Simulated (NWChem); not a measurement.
System: C2H7BO; SMILES CBOC

Here is an NWChem input.

```
start job
memory heap 200 mb stack 900 mb global 1100 mb
geometry units angstroms noautosym nocenter noautoz
  B     -0.429753     0.533219     0.001760
  H     -1.632132     0.323487     0.003431
  C      0.156071     1.984754     0.002902
  H     -0.212243     2.539641     0.883012
  H     -0.216023     2.543461    -0.873165
  H      1.255351     2.010492     0.000734
  O      0.404296    -0.525192    -0.000165
  C     -0.038474    -1.856679    -0.001278
  H      0.345702    -2.370765    -0.896206
  H      0.355972    -2.375353     0.886482
  H     -1.139434    -1.921175     0.004810
end
basis spherical
  * library pcsseg-1
end
dft
  xc bhlyp
  iterations 150
end
property
  shielding 9 1 2 3 4 6 7 8 9 11
end
task dft property
```

All runs use the structure optimised with PBE0/def2-SVP.

GIAO values for the isolated, static molecule; σ is the absolute isotropic shielding, δ = σ(reference) − σ with the isolated reference molecule computed at the same levels (11B: boron trifluoride, 13C: tetramethylsilane, 1H: tetramethylsilane, 17O: water).

Atoms are numbered as in the input.

What results follow from this input? (BHandHLYP/pcSseg-1, GIAO.) Quantities: δ B1 (ppm); δ H2 (ppm); δ C3 (ppm); δ H4 (rotor mean) (ppm); δ O7 (ppm); δ C8 (ppm); δ H9 (rotor mean) (ppm).


```yaml
"δ B1 (ppm)": 39.3
"δ H2 (ppm)": 4.95
"δ C3 (ppm)": 7.2
"δ H4 (rotor mean) (ppm)": 0.43
"δ O7 (ppm)": 173.3
"δ C8 (ppm)": 60.6
"δ H9 (rotor mean) (ppm)": 3.90
```
